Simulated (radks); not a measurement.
The numbers below are computed, except where a source is named.
Tl12+, configuration [Xe] 4f14 5d1. Level of theory: Dirac Kohn-Sham, PBE, spin-unpolarised, spherical densities, finite nucleus; open shells are shared between the two j in proportion to 2j + 1; Fermi nuclear charge, rms radius 5.4759 fm (a radial shooting solver on a logarithmic mesh with Libxc functionals).

Unscreened Slater integrals over Kohn-Sham orbitals (eV). Large and small components are both included. Empty in this configuration: 6s1/2.

F0(5d5/2,5d5/2): 22.382
F2(5d5/2,5d5/2): 12.052
F4(5d5/2,5d5/2): 8.2662
F0(5d5/2,5d3/2): 22.593
F2(5d5/2,5d3/2): 12.156
G2(5d5/2,5d3/2): 12.136
G4(5d5/2,5d3/2): 8.3228
F0(5d5/2,5p3/2): 23.805
F2(5d5/2,5p3/2): 12.633
G1(5d5/2,5p3/2): 15.758
G3(5d5/2,5p3/2): 10.001
F0(5d5/2,5p1/2): 24.459
G3(5d5/2,5p1/2): 9.4288
F0(5d5/2,6s1/2): 17.470
G2(5d5/2,6s1/2): 3.3795
F0(5d3/2,5d3/2): 22.812
F2(5d3/2,5d3/2): 12.277
F0(5d3/2,5p3/2): 24.076
F2(5d3/2,5p3/2): 12.848
G1(5d3/2,5p3/2): 16.165
G3(5d3/2,5p3/2): 10.260
F0(5d3/2,5p1/2): 24.765
G1(5d3/2,5p1/2): 15.472
F0(5d3/2,6s1/2): 17.552
G2(5d3/2,6s1/2): 3.1809
F0(5p3/2,5p3/2): 25.652
F2(5p3/2,5p3/2): 13.971
F0(5p3/2,5p1/2): 26.545
G2(5p3/2,5p1/2): 14.046
F0(5p3/2,6s1/2): 18.024
G1(5p3/2,6s1/2): 1.9658
F0(5p1/2,5p1/2): 27.593
F0(5p1/2,6s1/2): 18.291
G1(5p1/2,6s1/2): 1.7279
F0(6s1/2,6s1/2): 15.308
